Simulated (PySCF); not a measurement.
Species: C₇H₆ClN.
Geometry (PBE0-D3(BJ)/def2-SVP, Å), atoms numbered from 1 in this order:
```xyz
15
C7H6ClN angstrom
N      1.356   -2.162    1.074
C      1.223   -0.905    0.952
C      0.223   -0.146    0.171
C     -0.776   -0.770   -0.589
C     -1.698   -0.025   -1.311
C     -1.627    1.370   -1.278
Cl    -2.770    2.303   -2.177
C     -0.644    2.017   -0.530
C      0.271    1.254    0.188
H      0.643   -2.663    0.533
H      1.945   -0.272    1.497
H     -0.838   -1.861   -0.620
H     -2.474   -0.512   -1.903
H     -0.604    3.107   -0.516
H      1.044    1.754    0.776
```

All values: CAM-B3LYP/def2-SVPD (PySCF, non-relativistic), on one gas-phase PBE0-D3(BJ)/def2-SVP geometry that isn't relaxed in the solvent. The solvent is an IEF-PCM continuum (Bondi radii, 1.10 Å for H, scaled by 1.2), and excitations are vertical TDDFT with non-equilibrium linear response and a frozen core. Specific hydrogen bonds and non-electrostatic terms are outside this model.

```
run  E − E(gas) (kcal/mol)  HOMO (eV)  HOMO–LUMO gap (eV)  dipole (D)  lowest singlet (eV)  static polarisability (au)
gas                   0.00      -8.52                7.73        1.41                 4.74                       105.5
  P                  -3.15      -8.44                7.73        1.59                 4.82                       123.0
  Q                  -5.92      -8.40                7.73        1.73                 4.91                       140.1
```

Question: The runs were made in benzene and tetrahydrofuran. Which run belongs to which solvent?

Answer: P = benzene, Q = tetrahydrofuran. The dielectric constants are 2.271 (benzene), 7.426 (tetrahydrofuran), and the energy falls further as ε rises. The optical constants n² used for the excitations are 2.25, 1.97 in the same order. In this model the ground state sees the solvent through ε alone.

Question: How constant is the ratio of the lowering to (ε − 1)/(2ε + 1)?

Answer: 
```
        solvent  (ε − 1)/(2ε + 1)  E − E(gas) (kcal/mol)  ratio (kcal/mol)  polarisation term (kcal/mol)
        benzene             0.229                  -3.15             -13.7                         -3.40
tetrahydrofuran             0.405                  -5.92             -14.6                         -6.83
```

The ratio changes by +6.3 % in size from benzene to tetrahydrofuran. The polarisation term is half the interaction of the solute with the induced surface charges.

Cost: about 90 s of CPU time on one thread; the machine was shared, so the figure is rough. This is the whole response run at CAM-B3LYP/def2-SVPD in tetrahydrofuran, SCF included.
